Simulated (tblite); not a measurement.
Compound: C5H11OSi (doublet state).
Z-matrix (Å and degrees, GFN2-xTB geometry), rows numbered from 1:
```
C 
C   1  1.4691
C   2  1.5349  1  112.11
Si  3  1.8920  2  110.61  1   -57.24
O   4  1.6333  3  101.79  2  -167.12
C   5  1.3418  4  131.44  3   179.93
C   6  1.3203  5  126.36  4     0.67
H   1  1.0711  2  121.66  3   131.63
H   1  1.0726  2  119.74  3   -50.83
H   2  1.0912  1  110.09  3  -122.29
H   2  1.1022  1  110.05  3   119.73
H   3  1.0906  2  108.84  1    63.95
H   3  1.0910  2  109.12  1  -179.91
H   4  1.4671  3  111.89  2   -49.26
H   4  1.4661  3  112.69  2    74.22
H   6  1.0846  5  111.74  4  -179.24
H   7  1.0733  6  120.90  5  -179.81
H   7  1.0749  6  121.29  5     0.13
```

The geometry is computed with GFN2-xTB (gas phase). This method treats the open shell by occupation alone, without spin polarisation.

Take the most abundant isotopes and a rigid rotor. The values belong to one conformer with, in the numbering `[CH2:1][CH2:2][CH2:3][SiH2:4][O:5][CH:6]=[CH2:7]`, H–C1–C2–C3 132° and -51°, C1–C2–C3–Si4 -57°, C2–C3–Si4–O5 -167°, C3–Si4–O5–C6 180°, Si4–O5–C6–C7 1°.

Give the principal moments of inertia and the rotational constants in cm⁻¹.

Ia = 71.85, Ib = 549.69, Ic = 596.08 u·Å²; 505379 MHz·u·Å²/I gives 7034, 919.4 and 847.8 MHz, that is A = 0.23462, B = 0.03067, C = 0.02828 cm⁻¹.

Classify the top.

A near-prolate asymmetric top. Ray's parameter κ = (2B − A − C)/(A − C) = -0.977; −1 is the prolate and +1 the oblate limit.

Is it planar, by Δ = Ic − Ia − Ib?

Not planar: Δ = Ic − Ia − Ib = -25.46 u·Å². For a rigid frame Δ = −2 Σ m c², so Σ m c² = 12.73 u·Å² lies off the ab plane: 8.81 from hydrogen and 3.92 from heavier atoms. The atom farthest from that plane is 1.45 Å away.

Give the other two planar moments, Paa and Pbb, and the rms extents of the mass along the axes.

Paa = Σ m a² = (Ib + Ic − Ia)/2 = 536.96 and Pbb = Σ m b² = (Ia + Ic − Ib)/2 = 59.12 u·Å². With the mass M = 115.06 u, the rms extents √(P/M) along a, b and c are 2.16, 0.72, 0.33 Å.

Give the coordinates in the principal-axis frame, origin at the centre of mass.

The sense of each axis is arbitrary; atoms in the order of the calculation.
| atom | mass (u) | a (Å) | b (Å) | c (Å) |
| --- | --- | --- | --- | --- |
| C1 | 12.000 | -3.048 | -0.922 | -0.329 |
| C2 | 12.000 | -2.727 | 0.329 | 0.372 |
| C3 | 12.000 | -1.406 | 0.941 | -0.114 |
| Si4 | 27.977 | 0.016 | -0.290 | 0.096 |
| O5 | 15.995 | 1.321 | 0.666 | -0.131 |
| C6 | 12.000 | 2.634 | 0.394 | -0.110 |
| C7 | 12.000 | 3.187 | -0.786 | 0.102 |
| H8 | 1.008 | -3.341 | -1.805 | 0.201 |
| H9 | 1.008 | -3.028 | -0.951 | -1.401 |
| H10 | 1.008 | -2.676 | 0.153 | 1.447 |
| H11 | 1.008 | -3.522 | 1.072 | 0.200 |
| H12 | 1.008 | -1.511 | 1.219 | -1.163 |
| H13 | 1.008 | -1.215 | 1.862 | 0.438 |
| H14 | 1.008 | 0.039 | -0.875 | 1.442 |
| H15 | 1.008 | -0.018 | -1.368 | -0.897 |
| H16 | 1.008 | 3.231 | 1.281 | -0.292 |
| H17 | 1.008 | 4.253 | -0.904 | 0.102 |
| H18 | 1.008 | 2.586 | -1.660 | 0.280 |

Where do the levels up to J = 2 lie, in cm⁻¹?

Above 0(0,0):
J = 1: 1(0,1) 0.0589, 1(1,1) 0.2629, 1(1,0) 0.2653
J = 2: 2(0,2) 0.1768, 2(1,2) 0.3784, 2(1,1) 0.3856, 2(2,1) 0.9974, 2(2,0) 0.9975

Estimate the classical rotational partition function at 10 K, 100 K and 200 K.

Point group C1, symmetry number σ = 1; q = (√π/σ)·√((kT/h)³/(ABC)), k/h = 20836.6 MHz/K: 2280 at 10 K, 72000 at 100 K, 204000 at 200 K.

For this open shell read J as N, the rotation without spin; fine and hyperfine splittings come on top. Its GFN2-xTB frequencies are all real (lowest 28 cm⁻¹). No vibrational averaging or centrifugal distortion is included, and the geometry carries the error of its method.

On an Arm Neoverse V2 with one thread, no GPU, shared host, this took 0.64 s. This is the geometry optimisation.
